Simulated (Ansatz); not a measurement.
Group exchange: CH5O3Y + SiH2(CH3)Br → Y(OH)3 + C2H7BrSi

Species: CH5O3Y `C[O][Y]([OH])[OH]`, singlet; SiH2(CH3)Br, singlet; Y(OH)3, singlet; C2H7BrSi `CC[SiH2]Br`, singlet. The partners trade CH3 for H: O–CH3 and C–H bonds give way to O–H and C–CH3.

Shapes, held fixed at every level: PBE0-D4/def2-TZVP. Flexible molecules stand in one conformer, not always the lowest. Programs: Ansatz 0.2.0. Electronic energies: no zero-point or thermal term.

```tsv
level	kind	ΔE (kJ/mol)	less CCSD(T)/def2-TZVPP
HF/def2-TZVPP	Hartree–Fock	-31.2	+9.8
B3LYP-D4/def2-TZVPP	global hybrid	-35.6	+5.4
BHLYP-D4/def2-TZVPP	global hybrid	-36.7	+4.3
r2SCAN0-D4/def2-TZVPP	global hybrid	-40.4	+0.6
wB97X-V/def2-TZVPP	range-separated hybrid	-39.0	+2.0
CCSD/def2-SVP	coupled cluster or CI	-32.0	+9.0
CCSD(T)/def2-TZVPP	coupled cluster or CI	-41.0	0.0
```

The highest level, CCSD(T)/def2-TZVPP, gives ΔE = -41.0 kJ/mol; the levels span -41.0 to -31.2. The column of differences is taken from that level and isn't an error. No measured value is set beside it here. For atoms past krypton def2 sets carry core potentials with scalar relativity. Relativity is left out for Br. Outer-core shells of Br, Y are correlated in most correlated rows, in sets that cover them unevenly.
